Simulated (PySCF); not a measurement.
# RhH2, quartet: molecular constants

Method: UPBE0 in PySCF with Rh def2-TZVP with ECP28, H def2-TZVP; scalar-relativistic core potentials, no spin–orbit coupling; density-fitted integrals.

The structure is a minimum.

```xyz
3
charge 0 multiplicity 4, angstrom
Rh   -0.0079   -0.0079    0.0000
H     0.4048    0.4048    1.5241
H     0.4048    0.4048   -1.5241
```

* Point group: C2v
* Bond lengths: Rh–H 1.632 Å (×2)
* Bond angles: H–Rh–H 138.1°
* Zero-point energy: 26.4 kJ/mol
* Principal quadrupole moments (Buckingham, traceless) about the centre of mass: -5.08, 2.21, 2.87 D Å
* Highest occupied level (α): -6.49 eV
* Principal polarisabilities: 30.0, 33.7, 51.6 bohr³
* Enthalpy at 298.15 K above 0 K: 10.13 kJ/mol
* Rotational constants: 25.03, 3.6, 3.147 cm⁻¹
* Atomisation energy without zero-point energy: 427 kJ/mol
* Entropy at 298.15 K and 1 bar (electronic part: spin only): 233.8 J/(mol K)
* Spin squared ⟨S²⟩: 3.753
* Rotational symmetry number: 2
* Dipole moment: 1.29 D
* Lowest empty level (β): -3.51 eV
* Heat capacity Cp at 298.15 K: 36.2 J/(mol K)

Harmonic modes (masses in u: Rh 102.906, H 1.008):
```tsv
symmetry	ω (cm⁻¹)	IR (km/mol)
a1	800	63.2
b2	1733	35.7
a1	1882	46.3
```

In C2v the vibrations span 2a1 + b2. Here b1 is antisymmetric to the molecular plane and b2 lies in it.

Charges (e):
```csv
atom,Mulliken,Löwdin,polar tensor,spin (Mulliken),Mayer order to Rh1
Rh1,0.15,0.11,0.41,2.51,–
"H2,3",-0.07,-0.05,-0.20,0.25,0.95
```

Mulliken populations on Rh1 (electrons outside its core potential): s 2.72, p 6.33, d 7.80, f 0.00.

Formally Rh is in oxidation state +2, d7, with 3 unpaired electrons (the high-spin count). The Mulliken spin on Rh is 2.51. The polar-tensor charge on Rh, 0.41, is far below the formal one.

Only a few start shapes were tried, so a lower isomer may exist. Other spin states or occupations of the open shell can lie lower. At this level a doublet minimum of C2v symmetry lies 128 kJ/mol below this structure.

The final relaxation and frequency run took 12 s on 2 threads of a shared Intel Xeon 6975P-C (Granite Rapids) host, with 52 basis functions and 7 gradients; the process peaked at 0.63 GiB.
